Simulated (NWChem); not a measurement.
# Correlation energy of disilazane (H7NSi2)

```
N
H 1 1.0261
Si 1 1.7548 2 115.15
Si 1 1.7548 2 115.15 3 -171.91
H 3 1.5022 1 107.33 2 168.94
H 4 1.5022 1 107.33 2 -168.94
H 3 1.5067 5 110.05 1 119.84
H 4 1.5067 6 110.05 1 -119.84
H 3 1.5102 5 108.38 7 116.75
H 4 1.5102 6 108.38 8 -116.75
```
Charge 0, spin multiplicity 1.

Everything below was run with NWChem. Structure: optimised with PBE/def2-SVP, a minimum by its harmonic frequencies.

Basis set: cc-pVDZ. Each correlation energy counts from its own Hartree-Fock reference.

The correlated methods keep 11 core orbitals frozen. Coupled-cluster values serve here as a point of comparison, not as the truth.

Problem. Order these methods by the correlation energy they give, lowest first: RI-MP2, SCS-MP2, CR-CCSD[T], CCSD.

Solution. CR-CCSD[T] (-442.8 mHa), CCSD (-434.5 mHa), SCS-MP2 (-393.7 mHa), RI-MP2 (-380.7 mHa)
